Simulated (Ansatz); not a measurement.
The inner images of a band of BClFH + H2S (7 atoms, charge 0, multiplicity 1) are given out of order.

Method: RKS r2SCAN-D4/def2-SVP in Ansatz.

Image 0:

```xyz
7
Properties=species:S:1:pos:R:3
B 0.074 0.297 -0.052
H 0.370 0.769 1.010
F 1.001 0.011 -0.951
Cl -1.618 0.320 -0.594
S 0.067 -2.294 1.076
H -0.427 -2.777 -0.086
H -1.173 -2.077 1.565
```

Image 8:

```xyz
7
Properties=species:S:1:pos:R:3
B 0.062 -0.716 -0.596
H -0.471 0.462 2.322
F 1.099 0.099 -0.538
Cl -1.493 -0.061 -1.100
S 0.322 -2.448 -0.164
H -0.957 -2.825 -0.371
H -0.267 -0.263 2.414
```

**Question.** Put them in order from the first end to the last, with their energies above the first end.
A.
```xyz
7
Properties=species:S:1:pos:R:3
B 0.024 -0.539 -0.261
H -0.387 0.082 1.606
F 1.085 0.252 -0.297
Cl -1.514 0.083 -0.885
S 0.302 -2.330 0.067
H -1.013 -2.632 0.140
H -0.203 -0.668 1.597
```
B.
```xyz
7
Properties=species:S:1:pos:R:3
B -0.059 -0.274 0.041
H -0.335 0.050 1.305
F 1.109 0.292 -0.300
Cl -1.538 0.081 -0.911
S 0.263 -2.290 0.315
H -1.046 -2.614 0.229
H -0.101 -0.996 1.290
```
C.
```xyz
7
Properties=species:S:1:pos:R:3
B 0.013 0.318 -0.102
H -0.034 0.624 1.058
F 1.160 0.317 -0.755
Cl -1.482 0.201 -1.051
S 0.143 -2.435 0.757
H -1.038 -2.667 0.145
H -0.468 -2.110 1.916
```
D.
```xyz
7
Properties=species:S:1:pos:R:3
B 0.060 -0.639 -0.473
H -0.462 0.252 1.970
F 1.108 0.166 -0.458
Cl -1.504 0.029 -0.936
S 0.321 -2.378 -0.060
H -0.988 -2.708 -0.087
H -0.241 -0.473 2.011
```
E.
```xyz
7
Properties=species:S:1:pos:R:3
B -0.068 0.237 -0.057
H -0.247 0.421 1.118
F 1.136 0.380 -0.579
Cl -1.464 0.170 -1.149
S 0.162 -2.467 0.557
H -1.161 -2.611 0.326
H -0.064 -1.883 1.752
```
F.
```xyz
7
Properties=species:S:1:pos:R:3
B -0.098 0.073 0.042
H -0.287 0.246 1.226
F 1.106 0.309 -0.454
Cl -1.526 0.104 -1.010
S 0.221 -2.422 0.476
H -1.102 -2.624 0.298
H -0.020 -1.438 1.390
```
G.
```xyz
7
Properties=species:S:1:pos:R:3
B 0.063 0.305 -0.078
H 0.183 0.701 1.049
F 1.112 0.172 -0.867
Cl -1.547 0.237 -0.824
S 0.120 -2.370 0.923
H -0.769 -2.731 -0.029
H -0.867 -2.066 1.793
```

**Answer.** G (+0.01 eV), C (+0.02 eV), E (+0.06 eV), F (+0.33 eV), B (+0.99 eV), A (+0.10 eV), D (-0.33 eV).

Run time: 9.8 min on 2 threads of Arm Neoverse V2 (shared host), peak memory 0.15 GiB.
